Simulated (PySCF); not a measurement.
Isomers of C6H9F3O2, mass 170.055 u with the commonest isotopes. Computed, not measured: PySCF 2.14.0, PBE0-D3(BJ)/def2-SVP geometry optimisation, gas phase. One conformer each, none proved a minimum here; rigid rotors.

Problem. Order these by rotational constant C, largest first.
A. `[CH3:1][O:2]/[C:3]([CH3:4])=[CH:5]/[CH2:6][O:7][C:8]([F:9])([F:10])[F:11]` with C1–O2–C3–C4 -178°, C3–C5–C6–O7 76°, C5–C6–O7–C8 70°
B. `[CH3:1][O:2][C@@H:3]1[CH2:4][C@:5]1([CH3:6])[O:7][C:8]([F:9])([F:10])[F:11]` with C1–O2–C3–C4 152°, C4–C5–O7–C8 58°
C. `[CH3:1][O:2][C:3](=[O:4])[C@H:5]([CH3:6])[CH2:7][C:8]([F:9])([F:10])[F:11]` with C1–O2–C3–O4 1°, O2–C3–C5–C6 -108°, C3–C5–C7–C8 -73°

Solution. B (722.7 MHz), C (628.5 MHz), A (534.8 MHz).

Problem. Order these by radius of gyration √(Σ m r²/M), largest first.
A. `[CH3:1][O:2][C:3](=[O:4])[C@H:5]([CH3:6])[CH2:7][C:8]([F:9])([F:10])[F:11]` with C1–O2–C3–O4 1°, O2–C3–C5–C6 -108°, C3–C5–C7–C8 -73°
B. `[CH3:1][O:2][C@@H:3]1[CH2:4][C@:5]1([CH3:6])[O:7][C:8]([F:9])([F:10])[F:11]` with C1–O2–C3–C4 152°, C4–C5–O7–C8 58°
C. `[CH3:1][O:2]/[C:3]([CH3:4])=[CH:5]/[CH2:6][O:7][C:8]([F:9])([F:10])[F:11]` with C1–O2–C3–C4 -178°, C3–C5–C6–O7 76°, C5–C6–O7–C8 70°

Solution. C (2.466 Å), A (2.299 Å), B (2.176 Å).

Problem. Order these by dipole moment, smallest first.
A. `[CH3:1][O:2]/[C:3]([CH3:4])=[CH:5]/[CH2:6][O:7][C:8]([F:9])([F:10])[F:11]` with C1–O2–C3–C4 -178°, C3–C5–C6–O7 76°, C5–C6–O7–C8 70°
B. `[CH3:1][O:2][C@@H:3]1[CH2:4][C@:5]1([CH3:6])[O:7][C:8]([F:9])([F:10])[F:11]` with C1–O2–C3–C4 152°, C4–C5–O7–C8 58°
C. `[CH3:1][O:2][C:3](=[O:4])[C@H:5]([CH3:6])[CH2:7][C:8]([F:9])([F:10])[F:11]` with C1–O2–C3–O4 1°, O2–C3–C5–C6 -108°, C3–C5–C7–C8 -73°

Solution. C (2.35 D), B (2.71 D), A (2.89 D).

```csv
SMILES,point group,Ia (u·Å²),Ib (u·Å²),Ic (u·Å²),κ,μa (D),μb (D),μc (D)
COC(=O)[C@H](C)CC(F)(F)F,C1,311.48,681.51,804.05,-0.77,1.49,1.36,1.20
CO/C(C)=C/COC(F)(F)F,C1,251.32,872.55,944.91,-0.94,2.58,0.16,1.29
CO[C@@H]1C[C@]1(C)OC(F)(F)F,C1,307.86,602.94,699.33,-0.75,1.83,1.81,0.86
```
